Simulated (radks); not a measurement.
Question: All-electron atom: C II in [He] 2s2 2p1 (the NIST ground configuration). Calculated with a radial shooting solver on a logarithmic mesh with Libxc functionals: Dirac Kohn-Sham, PBE, spin-unpolarised, spherical densities, finite nucleus; open shells fill j = l - 1/2 first; Fermi nuclear charge, rms radius 2.4702 fm. Some entries of the table are withheld. Estimate them.

| orbital | occ. | eigenvalue (eV) | <r^2> (bohr^2) |
|---|---|---|---|
| 1s1/2 | 2 | (1) | 0.09916 |
| 2s1/2 | 2 | (2) | (3) |
| 2p1/2 | 1 | (4) | (5) |
| 2p3/2 | 0 | (6) | (7) |

Answer: 
(1) 1s1/2 eigenvalue (eV): -288.3815
(2) 2s1/2 eigenvalue (eV): -25.7559
(3) 2s1/2 <r^2> (bohr^2): 2.550
(4) 2p1/2 eigenvalue (eV): -17.0100
(5) 2p1/2 <r^2> (bohr^2): 2.838
(6) 2p3/2 eigenvalue (eV): -16.9983
(7) 2p3/2 <r^2> (bohr^2): 2.841
